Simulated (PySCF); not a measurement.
BrClFGa. Atoms are numbered in the order given.

```xyz
4

Ga    -0.3215    -0.4887     0.0000
F     -2.0119    -0.8902     0.0000
Cl     1.0630    -2.0899     0.0000
Br     0.2858     1.6769     0.0000
```
Charge 0, spin multiplicity 1.

The structure is a stationary point at PBE0-D3(BJ)/def2-SVP. The structure was generated by enumeration; whether it is a known compound was not checked.

Level of theory: CAM-B3LYP/def2-TZVPD in PySCF.

Symmetry labels are those of the subgroup Cs that the program uses (full group Cs).

**Question.** List the valence orbital energies around the gap with their symmetry. (Estimate from the structure and the level; the computed values follow.)

**Answer.** 
```tsv
orbital	symmetry	energy (eV)
HOMO−7	A'	-13.64
HOMO−6	A"	-13.46
HOMO−5	A'	-13.43
HOMO−4	A'	-11.99
HOMO−3	A"	-11.53
HOMO−2	A'	-11.25
HOMO−1	A"	-10.75
HOMO	A'	-10.58
LUMO	A'	-1.39
LUMO+1	A"	-0.57
LUMO+2	A'	0.82
LUMO+3	A'	0.95
```
